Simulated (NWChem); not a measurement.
# C₂H₅ClOSi; SMILES Cl[SiH]1COC1

```xyz
10

Cl    -0.1997    -2.0443     0.0000
Si     0.5861    -0.1292     0.0000
C     -0.1241     1.2117    -1.1321
O     -0.1052     2.0939     0.0000
C     -0.1241     1.2117     1.1321
H      2.0706    -0.2590     0.0000
H      0.4745     1.6240    -1.9591
H     -1.1518     1.0211    -1.4966
H     -1.1518     1.0211     1.4966
H      0.4745     1.6240     1.9591
```
Atoms are numbered in this order, from 1.

All runs use the structure optimised with PBE0/def2-SVP.

 Unshifted, non-relativistic core excitations; the lowest 4 roots alone, so stronger bands may lie above.

Q: List the first Cl K-edge excitations from PBE0/6-311G** (spherical d), restricted-window TDA (NWChem).

A: 
```csv
state,energy (eV),dipole oscillator strength,leading excitation (squared amplitude)
S1,2766.3,0.0027,1s of atom 1 or its equivalents → LUMO+1 (0.92)
S2,2766.9,0.0011,1s of atom 1 or its equivalents → LUMO (0.99)
S3,2768.2,0.0008,1s of atom 1 or its equivalents → LUMO+2 (0.83)
S4,2768.5,0.0002,1s of atom 1 or its equivalents → LUMO+3 (0.93)
```
